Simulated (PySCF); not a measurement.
Cartesian coordinates (Å):
```xyz
15

Mo     0.0913    -0.1240     0.0712
O      1.4951     1.1205     0.4984
H      2.2331     1.0461    -0.1452
O     -1.0320    -1.4013    -0.9558
H     -1.4974    -0.9961    -1.7124
O      1.4190    -0.4104    -1.3212
H      1.1039    -1.1405    -1.8952
O      0.1634    -1.7250     1.0685
H     -0.4718    -2.4210     0.7860
O     -0.8420     0.8178     1.4136
H     -0.7559     1.7760     1.5832
C     -1.0352     1.1832    -1.2760
H     -2.1135     1.1719    -1.0264
H     -0.8702     0.9018    -2.3352
H     -0.6248     2.2014    -1.1149
```
Charge 0, spin multiplicity 1.

### Question
Predict the LUMO, charge on the central atom (Mulliken), HOMO–LUMO gap, total energy, HOMO and dipole moment from TPSSh-D3(BJ)/def2-TZVP // BP86-D3(BJ)/def2-SVP run with PySCF.

### Answer

```yaml
LUMO: -3.43 eV
charge on the central atom (Mulliken): 1.47 e
HOMO–LUMO gap: 3.82 eV
total_energy: -487.5616 Ha
HOMO: -7.24 eV
dipole_moment: 2.31 D
```
